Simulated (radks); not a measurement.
All-electron atom: Os V in [Xe] 4f14 5d4.

Calculated with a radial shooting solver on a logarithmic mesh with Libxc functionals: scalar-relativistic Kohn-Sham, r2SCAN, spin-polarised, spherical densities, finite nucleus; open shells are filled with parallel spins first (spin-orbit coupling, left out, can overturn this in heavy ions); meta-GGA in the generalised Kohn-Sham scheme; Fermi nuclear charge, rms radius 5.4126 fm.

Energy parts (hartree):
part                       energy
total                 -17249.2311
kinetic                19112.4178
electron-nucleus      -42623.7000
Hartree                 6599.5322
exchange-correlation    -337.4812

Orbitals (lengths in bohr, moments of r in powers of bohr; r(max) is where P^2 peaks):
orbital,occ.,eigenvalue (hartree),r(max)
1s down,1,-2719.032,0.01103
1s up,1,-2719.031,0.01103
2s up,1,-475.9528,0.06338
2s down,1,-475.9369,0.06337
2p up,3,-414.6055,0.05219
2p down,3,-414.5932,0.05219
3s up,1,-112.4390,0.1786
3s down,1,-112.4377,0.1786
3p up,3,-94.34277,0.1772
3p down,3,-94.34019,0.1772
3d up,5,-74.08067,0.1446
3d down,5,-74.07173,0.1446
4s up,1,-25.28823,0.4048
4s down,1,-25.27616,0.4049
4p up,3,-19.32579,0.4249
4p down,3,-19.31544,0.4250
4d up,5,-11.88333,0.4346
4d down,5,-11.87075,0.4348
5s up,1,-5.15227,0.9156
5s down,1,-5.05411,0.9107
4f up,7,-3.63043,0.4068
5p up,3,-3.62544,1.030
4f down,7,-3.60782,0.4067
5p down,3,-3.49430,1.021
5d up,4,-1.83329,1.296
5d down,0,-1.65502,1.270
6s up,0,-1.51325,2.125
6s down,0,-1.34804,2.175
6p up,0,-1.13409,2.534

The highest occupied level is 5d up at -49.886 eV. Spin moment in Bohr magnetons: 4. The electron density at the nucleus is 1.788e+06 e/bohr^3 (large components only). The spin density at the nucleus is -28.66 e/bohr^3 (1s 0.02, 2s -3.81, 3s 1.05, 4s 5.91, 5s -31.82). For comparison, the ionisation energy in NIST's Atomic Spectra Database is 55 eV (theoretical). In exact Kohn-Sham theory the highest level is minus the ionisation energy, but local and semilocal functionals leave it too shallow, through self-interaction and a potential that decays too fast; potentials with the right tail come closer. Summed over all electrons, <r^2> = 32.42 bohr^2, which gives a Langevin (diamagnetic) susceptibility term of -25.7 x 10^-6 cm^3/mol. The density falls to 0.001 e/bohr^3 at r = 3.14 bohr.
